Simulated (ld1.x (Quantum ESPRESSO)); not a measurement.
iridium (Ir), ultrasoft: configuration errors across variants

ld1.x (Quantum ESPRESSO) 7.5 input, shortened:

```
&input
   title='Ir', zed=77., rel=2, dft='PBE', iswitch=3,
   config='[Xe] 4f14 5d8 6s1 6p0', rel_dist='average'
 /
 &inputp
   pseudotype=3, tm=.true., lloc=-2, rcloc=1.45,
   nlcc=.true., new_core_ps=.true., rcore=0.85
 /
6
5S  1  0   2.00   0.00  1.55  1.85  0.0
6S  2  0   1.00   0.00  1.55  1.85  0.0
5P  2  1   6.00   0.00  1.50  1.60  0.0
6P  3  1   0.00   0.00  1.50  1.60  0.0
5D  3  2   8.00   0.00  1.45  1.85  0.0
5D  3  2   0.00   0.05  1.45  1.85  0.0
 &test
   configts(1)='5s2 5p6 5d8 6s1 6p0'
 /
```

Open shells are filled in proportion to 2j + 1 (rel_dist='average').

All-electron excitation energies from the reference (eV): (1) 5s2 5p6 5d7 6s2 6p0 0.345; (2) 5s2 5p6 5d7 6s1 6p0 10.234; (3) 5s2 5p6 5d7 6s0 6p0 27.707; (4) 5s2 5p6 5d7 6s1.5 6p0 4.385; (5) 5s1 5p6 5d7 6s2 6p0 105.005; (6) 5s2 5p6 5d7 6s0 6p1 16.628; (7) 5s2 5p6 5d8 6s0 6p0 8.981.

On the changes marked as counting shells twice: ld1.x takes every shell without a wave as core, so the model core holds the marked electrons as well and exchange and correlation see them twice. This cancels in the reference configuration, but the file is broken for other ones, and its errors say nothing about a proper core correction.

The overlap operator is not positive definite (basis up to 400 Ry) in “waves 5p (bound): rcut 0.92, rcutus 0.98 bohr; 6p (bound): rcut 0.92, rcutus 0.98 bohr”, “local potential all-electron potential smoothed inside 1.40 bohr (lloc = -1)”. Such files are unfit for use, however small their errors in these radial tests.

3 further variants failed, have other tests or another functional or relativity, and are left out.

The file “base” misses its own reference levels by 1.9 eV. The file “wave 5d channel at 0.05 Ry: rcut 1.45, rcutus 1.85 bohr becomes 5d channel at 3.95 Ry: rcut 1.45, rcutus 1.85 bohr” misses its own reference levels by 1.9 eV. The file “waves 5p (bound): rcut 0.92, rcutus 0.98 bohr; 6p (bound): rcut 0.92, rcutus 0.98 bohr” misses its own reference levels by 1.9 eV. The file “waves 5d (bound): rcut 1.45, rcutus 1.56 bohr; 5d channel at 0.05 Ry: rcut 1.45, rcutus 1.56 bohr” misses its own reference levels by 1.9 eV. The file “local potential all-electron potential smoothed inside 1.40 bohr (lloc = -1)” misses its own reference levels by 1.6 eV. The file “type TM; waves now 5s (bound): rc 1.85 bohr; 5p (bound): rc 1.60 bohr; 5d (bound): rc 1.85 bohr; local potential all-electron potential smoothed inside 1.55 bohr (lloc = -1) (6s counted twice)” misses its own reference levels by 1.1 eV.

Errors AE − PS in meV (a dash: test not solved or not reliable):

| change | (1) | (2) | (3) | (4) | (5) | (6) | (7) | bound ghosts |
| --- | --- | --- | --- | --- | --- | --- | --- | --- |
| base | -3361 | -1096 | +2487 | -2385 | -7025 | +1228 | +2488 | not determined |
| wave 5d channel at 0.05 Ry: rcut 1.45, rcutus 1.85 bohr becomes 5d channel at 3.95 Ry: rcut 1.45, rcutus 1.85 bohr | -3429 | -1162 | +2419 | -2452 | -7930 | +1165 | +2489 | not determined |
| waves 5p (bound): rcut 0.92, rcutus 0.98 bohr; 6p (bound): rcut 0.92, rcutus 0.98 bohr | -3355 | -1092 | +2489 | -2380 | -6861 | +2491 | +2487 | not determined (overlap not positive) |
| waves 5d (bound): rcut 1.45, rcutus 1.56 bohr; 5d channel at 0.05 Ry: rcut 1.45, rcutus 1.56 bohr | -3361 | -1096 | +2487 | -2385 | -7007 | +1228 | +2488 | not determined |
| local potential all-electron potential smoothed inside 1.40 bohr (lloc = -1) | -2697 | -814 | +2092 | -1879 | -4953 | +876 | +2084 | not determined (overlap not positive) |
| type TM; waves now 5s (bound): rc 1.85 bohr; 5p (bound): rc 1.60 bohr; 5d (bound): rc 1.85 bohr; local potential all-electron potential smoothed inside 1.55 bohr (lloc = -1) (6s counted twice) | +1210 | -51 | -2079 | +663 | +1866 | -1686 | -1447 | not determined |

(1) Give the same row for: core correction Bessel-smoothed model core inside 0.72 bohr.

## Answers

(1) -3361, -1096, +2487, -2385, -7029, +1228, +2488; bound ghosts: not determined.
